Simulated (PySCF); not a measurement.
Distorted geometries of [Yb(H2O)3]2+

[Yb(H2O)3]2+ (singlet in the valence; each metal's 4f electrons, 14 of them, lie in its core potential, out of spins and levels). PySCF 2.14.0, RKS PBE, Yb lcecp-0-SVP with ECP60, O def2-SVP, H def2-SVP; non-relativistic Hamiltonian with scalar-relativistic core potentials where named; density fitting; no spin-orbit coupling. Relaxed geometry:

```xyz
10

Yb    0.0000    0.0000    0.0000
O     2.4079    0.0000    0.0000
H     3.0173    0.5921    0.4955
H     3.0173   -0.5922   -0.4955
O    -1.2039    2.0853    0.0000
H    -2.0214    2.3170    0.4955
H    -0.9958    2.9091   -0.4955
O    -1.2040   -2.0853    0.0000
H    -0.9959   -2.9091    0.4955
H    -2.0215   -2.3169   -0.4955
```

Q: Order these distorted geometries by energy above the relaxed one, lowest first.
A.
```xyz
10

Yb   -0.0870    0.0409    0.1466
O     2.5701    0.0710    0.1076
H     2.7941    0.5767    0.4318
H     2.7345   -0.5874   -0.4243
O    -1.2710    2.1827   -0.0381
H    -2.0376    2.2938    0.3982
H    -0.7615    2.8734   -0.5860
O    -1.0669   -2.2202    0.1894
H    -0.8197   -2.7811    0.4212
H    -2.0550   -2.4499   -0.6464
```
B.
```xyz
10

Yb    0.0197   -0.1318   -0.0202
O     2.3753   -0.0848   -0.1160
H     2.9835    0.6964    0.4741
H     3.0372   -0.6131   -0.5003
O    -1.3005    2.0924    0.1124
H    -2.0139    2.2501    0.5911
H    -0.9946    2.8733   -0.4572
O    -1.2152   -1.9806    0.0050
H    -0.9841   -2.8405    0.4049
H    -1.9076   -2.2613   -0.4937
```
C.
```xyz
10

Yb    0.0137   -0.0055    0.0164
O     2.4417    0.0115    0.0306
H     2.9858    0.6243    0.4197
H     3.0205   -0.5496   -0.4791
O    -1.2243    2.0394    0.0046
H    -2.0293    2.3051    0.4540
H    -0.9600    2.9337   -0.4947
O    -1.1968   -2.0838    0.0416
H    -0.9901   -2.9354    0.5332
H    -2.0611   -2.3396   -0.5263
```

A: C (0.45 eV), B (1.45 eV), A (16.07 eV).

Q: Which forces (eV/Å) act in the one that lies 16.07 eV up?

A: 
```
Yb    0.23  -0.16   0.24
O   -27.12 -42.64 -26.02
H    23.39  47.68  30.29
H     3.32  -5.12  -4.36
O     7.22  -2.02  -3.68
H    -5.09   2.21   2.36
H    -2.03  -0.28   1.30
O   -24.54  48.19 -23.32
H    20.31 -48.21  19.35
H     4.31   0.34   3.84
```
Forces carry noise of the integration grid, about 0.01 to 0.03 eV/Å.

A frequency check found unstable modes (3, the lowest at -38 cm⁻¹), so the relaxed geometry is a saddle point, or these are noise. An lcecp potential fixes the number of 4f electrons, so in runs with it no electron can move into or out of that shell.
